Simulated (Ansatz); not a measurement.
C2H8O3Si2 (`C=C[SiH](O)[SiH](O)O`) at its PBE0-D4/def2-TZVP geometry, where that method's forces vanish. Charge 0, multiplicity 1.

```xyz
15

C     0.2537    2.2887   -0.5573
C    -0.3895    1.3937   -1.3054
Si   -0.4542   -0.4225   -0.9142
O    -1.9399   -0.9097   -0.3323
Si    0.9024   -1.1743    0.8520
O     1.2567    0.1254    1.8075
O     0.0155   -2.3265    1.6244
H     0.2854    3.3419   -0.8249
H     0.7752    2.0041    0.3518
H    -0.8884    1.7487   -2.2081
H    -0.1691   -1.1601   -2.1831
H    -2.7067   -0.8146   -0.8990
H     2.1704   -1.8536    0.4765
H     1.8252   -0.0289    2.5646
H    -0.9364   -2.2125    1.5475
```

(1) What forces (eV/Å) does r2SCAN-D4/def2-TZVPP give on these atoms in Ansatz 0.2.0? (Best estimate.)

Results:

(1) Computed: 
```
C1   0.104  0.164  0.105
C2  -0.086 -0.145 -0.096
Si3  0.061 -0.017 -0.036
O4  -0.043 -0.030  0.055
Si5  0.065  0.002 -0.087
O6  -0.005  0.052  0.027
O7  -0.041 -0.057  0.030
H8  -0.002 -0.002  0.010
H9  -0.008  0.007 -0.022
H10 -0.005  0.017 -0.011
H11  0.003  0.006  0.002
H12 -0.034  0.006 -0.022
H13 -0.017  0.000  0.007
H14  0.026  0.002  0.034
H15 -0.019 -0.007  0.005
```
